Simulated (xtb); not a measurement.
xtb input:

```bash
xtb mol.xyz --gfn 2 --ohess tight --chrg 0 --uhf 0
```
mol.xyz:
```
4

Cl     1.78160164    -0.34661420     0.15324127
Al     0.03925609     0.66585834    -0.22030803
Cl    -1.81943284    -0.35277311     0.08614493
H      0.03121851     2.10881155    -0.83159914
```

Problem. Which total energy does the run end on?

Solution. -10.82496 Eh (GFN2-xTB).
